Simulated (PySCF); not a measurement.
Chlorine: a sound run and one with changed settings

Sound run: Cl²⁺ [Ne] 3s2 3p3, Cl³⁺ [Ne] 3s2 3p2. Calculation: PySCF 2.14, in x2c-SVPall (4s3p1d, 18 functions); the spin-free X2C one-electron Hamiltonian (Gaussian nucleus). In the sound run the correlated levels freeze [Ne]. The sound run starts from symmetry-adapted Hartree-Fock orbitals and uses a fine grid where one is needed.

A second run was set up differently.

| species | method | sound run (hartree) | changed run (hartree) | converged |
| --- | --- | --- | --- | --- |
| Cl²⁺ | MP2 | -459.51770 | -459.52586 | yes |
| Cl²⁺ | CCSD(T) | -459.53755 | -459.54525 | yes |
| Cl³⁺ | MP2 | -458.07175 | -458.08016 | yes |
| Cl³⁺ | CCSD(T) | -458.09477 | -458.10288 | yes |

Ionisation energy of Cl²⁺:

```
 method  sound run (eV)  changed run (eV)
    UHF          38.917            38.917
    MP2          39.346            39.340
SCS-MP2          39.183            39.175
   CCSD          39.259            39.248
CCSD(T)          39.260            39.249
```

Task: What was changed?
A. all electrons correlated in a valence basis
B. minimal basis
C. level shift left on
D. a valence shell is frozen

Result: A. A valence basis has no tight correlating functions, so it recovers only part of the core correlation, and not evenly between atom and ion.
